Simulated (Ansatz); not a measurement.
Relaxation of CH₆O₂SSi (11 atoms, charge 0, multiplicity 1), to a largest force component of 0.03 eV/Å in at most 50 steps.

Computed with Ansatz, RKS B3LYP-D4/6-31G*.

```xyz
11
Properties=species:S:1:pos:R:3
Si -0.402 0.094 0.275
S 1.029 1.517 1.049
C 0.656 -0.836 -0.934
H 1.596 -0.303 -0.838
O -1.658 0.812 -0.517
O -1.029 -0.732 1.567
H 1.390 1.968 -0.176
H 0.286 -0.785 -1.960
H 0.813 -1.885 -0.665
H -2.257 1.339 0.034
H -0.422 -1.189 2.163
```

**Question.** Where does it end, and by what steps?

**Answer.** It converged. After 16 steps the energy has fallen by 0.252 eV; H4 moved furthest, 0.99 Å.

| step | energy less start (eV) | largest force component (eV/Å) | accepted |
| --- | --- | --- | --- |
| 0 | 0.0000 | 0.537 | yes |
| 1 | -0.1426 | 0.404 | yes |
| 2 | -0.1709 | 0.406 | yes |
| 3 | -0.1487 | 0.796 | no |
| 4 | -0.1745 | 1.034 | yes |
| 5 | -0.1984 | 0.030 | yes |
| 6 | -0.2069 | 0.083 | yes |
| 7 | -0.2007 | 0.519 | no |
| 8 | -0.2144 | 0.078 | yes |
| 9 | -0.2214 | 0.182 | yes |
| 10 | -0.2205 | 0.429 | no |
| 11 | -0.2298 | 0.102 | yes |
| 12 | -0.2364 | 0.080 | yes |
| 13 | -0.2424 | 0.160 | yes |
| 14 | -0.2496 | 0.123 | yes |
| 15 | -0.2195 | 0.486 | no |
| 16 | -0.2524 | 0.010 | yes |

```xyz
11
Properties=species:S:1:pos:R:3
Si -0.354 0.126 0.248
S 0.908 1.495 1.362
C 0.636 -0.851 -0.990
H 1.133 -0.187 -1.705
O -1.529 0.892 -0.623
O -1.107 -0.779 1.419
H 1.629 1.924 0.304
H -0.030 -1.514 -1.553
H 1.402 -1.461 -0.502
H -2.134 1.448 -0.111
H -0.554 -1.093 2.149
```

Time of the run: 46 s on 2 threads of Intel(R) Xeon(R) Platinum 8488C (Sapphire Rapids), on a shared host, peak memory 0.23 GiB.
